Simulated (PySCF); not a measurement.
Species: C10H15B.
InChI=1S/C10H15B/c1-2-8-6-7-9-4-3-5-10(8)11-9/h1,8-11H,3-7H2/t8-,9+,10-/m1/s1

The closed-shell ground state was solved at several levels (PySCF, density fitting, gas phase, non-relativistic). Isolated species at its PBE0-D3(BJ)/def2-SVP geometry, gas phase.

| level | basis functions | total energy (Eh) | HOMO (eV) | LUMO (eV) | gap (eV) | dipole (D) |
| --- | --- | --- | --- | --- | --- | --- |
| HF/pcSseg-1 | 262 | -411.9411 | -10.23 | 2.82 | 13.05 | 0.77 |
| B3LYP/pcJ-1 | 447 | -414.8928 | -7.29 | -1.07 | 6.22 | 0.78 |
| PBE0/pcSseg-1 | 262 | -414.3014 | -7.54 | -0.90 | 6.64 | 0.80 |

Question: What might wB97X-D/def2-SVPD (340 basis functions) give for the same quantities?

Answer: Total energy -414.4502 Eh, HOMO -9.41 eV, LUMO 0.99 eV, gap 10.40 eV, dipole 0.81 D.

Question: Over all these levels, which gives the widest orbital gap and which the narrowest?

Answer: HF/pcSseg-1 (Hartree–Fock, all exact exchange) has the widest, 13.05 eV, and B3LYP/pcJ-1 (global hybrid, 20 % exact exchange) the narrowest, 6.22 eV. Functional and basis both differ between the two, so the spread mixes both effects. The HOMO need not be the same orbital at Hartree–Fock and at DFT levels.

Question: How far do the dipole and the HOMO energy spread over the levels?

Answer: The dipole runs from 0.77 to 0.81 D (mean 0.79 D) and the HOMO from -10.23 to -7.29 eV.

Note: wB97X-D ran without an empirical dispersion term, which enters the total energy and its gradient alone.
